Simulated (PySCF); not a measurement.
MoO₂F, SMILES [O]=[Mo](=[O])[F] (connectivity only; charge and spin as stated), neutral, multiplicity 2.

Geometry optimised at B3LYP-D3(BJ)/def2-TZVP. A frequency run showed that this geometry is not a minimum. The multiplicity is an assumed one; other spin states were not compared. The def2 effective core potentials stand for the cores of Mo; spin–orbit coupling is left out.

Two levels are set side by side: PBE/def2-TZVPD (PySCF) and M06-2X/def2-TZVPD (PySCF). Same geometry, gas phase. Differences are taken from unrounded values.

```csv
quantity,PBE
α-spin orbital gap (eV),1.61
β-spin orbital gap (eV),3.12
dipole moment (D),1.03
mean polarisability (bohr³),45.3
```

Question: These are the PBE values. What does M06-2X give? (The exact figures need the calculation; the answer reports its results.)

Answer: 
| quantity | M06-2X | PBE minus M06-2X |
|---|---|---|
| α-spin orbital gap (eV) | 6.49 | -4.88 |
| β-spin orbital gap (eV) | 7.22 | -4.10 |
| dipole moment (D) | 1.02 | 0.01 |
| mean polarisability (bohr³) | 41.8 | 3.4 |

PBE's more diffuse valence density responds more strongly to a field. Differences between two approximate levels are no errors against the true value.

Rough cost on one machine, each run with all the roots and properties that it gave: M06-2X against PBE about 2 times.
